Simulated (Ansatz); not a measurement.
**Question.** Name a neutral molecule of Al, C, O, Si and H with HOMO energy (ωB97M-V/def2-TZVPP) between -8.45 and -8.15 eV and LUMO energy (ωB97M-V/def2-TZVPP) between -0.40 and -0.10 eV (Ansatz, PBE0-D4/def2-TZVP geometry).

**Answer.** `[CH2]1OC[SiH2][AlH]1` (-8.34 eV, -0.22 eV). Other molecules can fit too; these were computed, each in one conformer that needn't be the lowest.
